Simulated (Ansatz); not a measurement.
Born–Oppenheimer molecular dynamics of CH11NSi3 (16 atoms, charge 0, multiplicity 1). It starts from a relaxed structure.

Computed with RKS B3LYP-D4/6-31G in Ansatz.

- ensemble: NVT, Langevin thermostat
- time step: 0.5 fs
- steps asked: 150
- set temperature: 200 K
- friction: 0.005 /fs
- seed: 655322

Frames 1 fs apart, positions in Å.

Velocities at 25 fs (Å/ps):

```
Si -0.24 -0.11 1.21
C 3.41 -1.42 1.75
H -6.13 12.22 -2.88
H 3.93 1.02 -9.58
H 19.53 25.23 -13.40
N 1.93 -0.47 -0.42
H -10.01 3.54 4.91
H 18.04 1.94 1.30
Si -0.77 -1.50 -0.74
H -9.63 -5.77 -5.83
H 2.86 9.63 9.86
H -4.80 5.01 0.84
Si -2.21 0.99 -1.29
H 11.85 -1.86 -7.27
H -0.63 4.50 25.88
H -11.42 7.13 1.67
```

```xyz
16
Properties=species:S:1:pos:R:3 time_fs=25 energy_less_start_eV=0.295 T=102
Si 0.080 0.015 0.044
C 0.080 -0.067 1.971
H -0.952 -0.097 2.364
H 0.686 -0.983 2.364
H 0.526 0.839 2.351
N 1.731 0.126 -0.623
H 2.265 -0.737 -0.998
H 2.335 0.907 -0.602
Si -1.159 1.928 -0.678
H -2.564 2.042 -0.102
H -0.479 3.236 -0.264
H -1.246 1.946 -2.171
Si -0.951 -1.944 -0.878
H -2.216 -2.314 -0.176
H -1.382 -1.619 -2.250
H -0.023 -3.107 -0.793
16
Properties=species:S:1:pos:R:3 time_fs=26 energy_less_start_eV=0.238 T=128
Si 0.080 0.015 0.045
C 0.084 -0.069 1.973
H -0.957 -0.085 2.360
H 0.685 -0.974 2.350
H 0.546 0.865 2.337
N 1.734 0.125 -0.624
H 2.247 -0.726 -0.988
H 2.356 0.914 -0.600
Si -1.159 1.926 -0.679
H -2.573 2.035 -0.109
H -0.477 3.244 -0.255
H -1.250 1.950 -2.171
Si -0.953 -1.943 -0.879
H -2.206 -2.315 -0.182
H -1.383 -1.615 -2.228
H -0.032 -3.101 -0.793
16
Properties=species:S:1:pos:R:3 time_fs=27 energy_less_start_eV=0.202 T=143
Si 0.080 0.015 0.046
C 0.088 -0.072 1.975
H -0.957 -0.074 2.357
H 0.676 -0.953 2.331
H 0.565 0.887 2.323
N 1.736 0.122 -0.626
H 2.217 -0.704 -0.973
H 2.373 0.926 -0.597
Si -1.159 1.925 -0.680
H -2.579 2.026 -0.117
H -0.476 3.246 -0.248
H -1.255 1.952 -2.172
Si -0.954 -1.941 -0.880
H -2.198 -2.316 -0.183
H -1.385 -1.611 -2.216
H -0.037 -3.099 -0.795
16
Properties=species:S:1:pos:R:3 time_fs=28 energy_less_start_eV=0.265 T=113
Si 0.080 0.015 0.046
C 0.091 -0.074 1.978
H -0.950 -0.064 2.353
H 0.663 -0.926 2.311
H 0.582 0.900 2.309
N 1.739 0.119 -0.627
H 2.185 -0.682 -0.956
H 2.382 0.936 -0.592
Si -1.159 1.925 -0.680
H -2.581 2.014 -0.125
H -0.477 3.245 -0.244
H -1.261 1.954 -2.175
Si -0.956 -1.939 -0.882
H -2.193 -2.316 -0.180
H -1.389 -1.607 -2.214
H -0.041 -3.098 -0.799
16
Properties=species:S:1:pos:R:3 time_fs=29 energy_less_start_eV=0.347 T=79
Si 0.080 0.015 0.047
C 0.095 -0.076 1.980
H -0.941 -0.056 2.347
H 0.650 -0.903 2.295
H 0.596 0.900 2.295
N 1.742 0.117 -0.628
H 2.162 -0.674 -0.946
H 2.379 0.936 -0.588
Si -1.160 1.924 -0.681
H -2.580 2.000 -0.134
H -0.480 3.238 -0.241
H -1.265 1.957 -2.178
Si -0.957 -1.937 -0.883
H -2.192 -2.317 -0.173
H -1.395 -1.600 -2.224
H -0.043 -3.100 -0.805
16
Properties=species:S:1:pos:R:3 time_fs=30 energy_less_start_eV=0.295 T=106
Si 0.080 0.014 0.048
C 0.098 -0.074 1.982
H -0.929 -0.049 2.342
H 0.645 -0.894 2.285
H 0.606 0.890 2.280
N 1.744 0.117 -0.628
H 2.153 -0.691 -0.947
H 2.367 0.928 -0.583
Si -1.161 1.924 -0.681
H -2.576 1.984 -0.143
H -0.483 3.226 -0.239
H -1.270 1.961 -2.180
Si -0.959 -1.934 -0.884
H -2.194 -2.318 -0.163
H -1.400 -1.593 -2.243
H -0.040 -3.108 -0.814
16
Properties=species:S:1:pos:R:3 time_fs=31 energy_less_start_eV=0.175 T=161
Si 0.080 0.014 0.048
C 0.100 -0.070 1.983
H -0.917 -0.043 2.340
H 0.651 -0.903 2.285
H 0.613 0.870 2.266
N 1.746 0.119 -0.628
H 2.158 -0.727 -0.959
H 2.351 0.915 -0.580
Si -1.162 1.923 -0.680
H -2.571 1.968 -0.153
H -0.488 3.209 -0.240
H -1.276 1.964 -2.183
Si -0.960 -1.931 -0.885
H -2.200 -2.321 -0.150
H -1.407 -1.587 -2.266
H -0.036 -3.116 -0.826
16
Properties=species:S:1:pos:R:3 time_fs=32 energy_less_start_eV=0.171 T=155
Si 0.079 0.014 0.049
C 0.102 -0.064 1.982
H -0.909 -0.038 2.343
H 0.664 -0.928 2.293
H 0.620 0.847 2.257
N 1.746 0.121 -0.627
H 2.169 -0.765 -0.974
H 2.336 0.905 -0.578
Si -1.163 1.923 -0.680
H -2.566 1.954 -0.162
H -0.496 3.191 -0.242
H -1.282 1.964 -2.183
Si -0.962 -1.929 -0.886
H -2.208 -2.324 -0.135
H -1.414 -1.582 -2.290
H -0.031 -3.124 -0.842
16
Properties=species:S:1:pos:R:3 time_fs=33 energy_less_start_eV=0.256 T=109
Si 0.079 0.014 0.050
C 0.104 -0.058 1.980
H -0.904 -0.036 2.351
H 0.677 -0.957 2.305
H 0.629 0.827 2.253
N 1.746 0.121 -0.626
H 2.178 -0.789 -0.985
H 2.329 0.903 -0.578
Si -1.164 1.922 -0.679
H -2.562 1.940 -0.170
H -0.503 3.174 -0.243
H -1.288 1.964 -2.183
Si -0.964 -1.927 -0.887
H -2.213 -2.325 -0.118
H -1.417 -1.579 -2.313
H -0.028 -3.131 -0.859
16
Properties=species:S:1:pos:R:3 time_fs=34 energy_less_start_eV=0.300 T=95
Si 0.079 0.013 0.052
C 0.107 -0.053 1.977
H -0.905 -0.035 2.363
H 0.686 -0.979 2.317
H 0.641 0.814 2.255
N 1.745 0.119 -0.625
H 2.180 -0.792 -0.988
H 2.333 0.910 -0.579
Si -1.165 1.922 -0.679
H -2.560 1.927 -0.174
H -0.507 3.162 -0.241
H -1.293 1.962 -2.182
Si -0.966 -1.924 -0.888
H -2.217 -2.325 -0.104
H -1.418 -1.581 -2.334
H -0.027 -3.135 -0.880
16
Properties=species:S:1:pos:R:3 time_fs=35 energy_less_start_eV=0.260 T=113
Si 0.079 0.013 0.053
C 0.110 -0.049 1.973
H -0.906 -0.034 2.377
H 0.688 -0.990 2.327
H 0.659 0.814 2.263
N 1.744 0.114 -0.624
H 2.176 -0.775 -0.986
H 2.345 0.924 -0.580
Si -1.166 1.921 -0.679
H -2.560 1.911 -0.176
H -0.510 3.153 -0.238
H -1.295 1.959 -2.180
Si -0.968 -1.921 -0.889
H -2.217 -2.325 -0.090
H -1.416 -1.586 -2.348
H -0.028 -3.136 -0.899
16
Properties=species:S:1:pos:R:3 time_fs=36 energy_less_start_eV=0.196 T=141
Si 0.079 0.012 0.054
C 0.113 -0.048 1.969
H -0.905 -0.034 2.393
H 0.681 -0.986 2.333
H 0.683 0.821 2.276
N 1.742 0.109 -0.623
H 2.170 -0.740 -0.978
H 2.358 0.935 -0.582
Si -1.166 1.920 -0.679
H -2.564 1.895 -0.174
H -0.509 3.150 -0.235
H -1.296 1.955 -2.178
Si -0.971 -1.919 -0.891
H -2.213 -2.322 -0.077
H -1.412 -1.594 -2.353
H -0.032 -3.135 -0.918
```

Of the whole run (75 fs, mean temperature of the second half 133 K): The mean temperature of the second half is 33 % below the set value. A run of 0.075 ps of so small a system gives no equilibrium averages. Limits of this set-up: no polarisation functions.

Run time: 16 min on 1 thread of Arm Neoverse V1, on a shared host, peak memory 0.2 GiB.
